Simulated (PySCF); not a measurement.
A PySCF script (with the pyscf-properties extension) for the NMR shieldings of `[CH3][Ge]([CH3])([CH3])[CH3]`, C4H12Ge, on a PBE0-D3(BJ)/def2-SVP geometry:

```python
import basis_set_exchange as bse
import numpy as np
from pyscf import gto, dft
from pyscf.prop import nmr

atoms = """
C    -0.268670   -1.038495   -1.635935
Ge   -0.000482    0.002609   -0.000297
C    -0.081323    1.912431   -0.423678
C    -1.403250   -0.442773    1.290757
C     1.750345   -0.424596    0.764919
H    -1.245648   -0.809645   -2.088017
H    -0.234334   -2.117225   -1.420302
H     0.513912   -0.811103   -2.375616
H     0.064676    2.519914    0.482331
H    -1.057850    2.173431   -0.859038
H     0.701302    2.182918   -1.148705
H    -2.397641   -0.210505    0.880147
H    -1.376393   -1.514336    1.540276
H    -1.273450    0.130339    2.221316
H     1.819637   -1.496946    1.002734
H     2.556081   -0.176422    0.057534
H     1.919096    0.144464    1.691754
"""
names = dict.fromkeys(["C", "Ge", "H"], "pcSseg-1")
basis = {el: gto.basis.parse(bse.get_basis(n, elements=[el], fmt="nwchem")) for el, n in names.items()}
mol = gto.M(atom=atoms, basis=basis, charge=0, verbose=0)
mf = dft.RKS(mol, xc="B3LYP")
mf.grids.level = 2
mf.grids.alignment = dft.numint.BLKSIZE   # the property module wants whole blocks of grid points
mf.conv_tol = 1e-9
mf.kernel()

calc = nmr.RKS(mf)   # GIAO
C = mf.mo_coeff
Co = C[:, mf.mo_occ > 0]
resp = mf.gen_response(singlet=True, hermi=2)
def vind(x):   # induced exchange potential for any number of trial vectors
    d = np.einsum("pi,xij,qj->xpq", C, 2 * x.reshape(-1, C.shape[1], Co.shape[1]), Co, optimize=True)
    return np.einsum("xpq,pi,qj->xij", resp(d - d.transpose(0, 2, 1)), C, Co, optimize=True).ravel()
mo1, _ = nmr.rhf.solve_mo1(calc, with_cphf=vind)
sigma = calc.kernel(mo1)
for i, s in enumerate(sigma):   # ppm
    w = np.linalg.eigvalsh((s + s.T) / 2)
    print("%2d %-2s iso %8.1f  s11 %8.1f  s22 %8.1f  s33 %8.1f" % (i, mol.atom_pure_symbol(i), w.mean(), *w))
```

Task: Give the expected output.

Result: 
```
 0 C  iso    179.6  s11    175.7  s22    175.9  s33    187.1
 1 Ge iso   1291.9  s11   1291.4  s22   1292.1  s33   1292.4
 2 C  iso    179.6  s11    175.8  s22    175.9  s33    187.1
 3 C  iso    179.6  s11    175.8  s22    175.8  s33    187.1
 4 C  iso    179.6  s11    175.8  s22    175.9  s33    187.1
 5 H  iso     31.3  s11     26.5  s22     28.5  s33     38.9
 6 H  iso     31.3  s11     26.5  s22     28.5  s33     38.9
 7 H  iso     31.3  s11     26.5  s22     28.5  s33     38.9
 8 H  iso     31.3  s11     26.5  s22     28.4  s33     38.9
 9 H  iso     31.3  s11     26.5  s22     28.5  s33     38.9
10 H  iso     31.3  s11     26.5  s22     28.5  s33     38.9
11 H  iso     31.3  s11     26.5  s22     28.5  s33     38.9
12 H  iso     31.3  s11     26.5  s22     28.5  s33     38.9
13 H  iso     31.3  s11     26.5  s22     28.4  s33     38.9
14 H  iso     31.3  s11     26.5  s22     28.5  s33     38.9
15 H  iso     31.3  s11     26.5  s22     28.5  s33     38.9
16 H  iso     31.3  s11     26.5  s22     28.5  s33     38.9
```

These numbers come from an equivalent density-fitted implementation of the same equations, which agrees with the script to about 0.01 ppm for H and up to a few tenths of a ppm for heavy atoms, so last digits may differ.

Relativistic effects, spin–orbit coupling among them, are left out; they matter for Ge and for the light atoms bonded to it.

Size and cost of the density-fitted run: 169 basis functions, about 19 core-seconds.
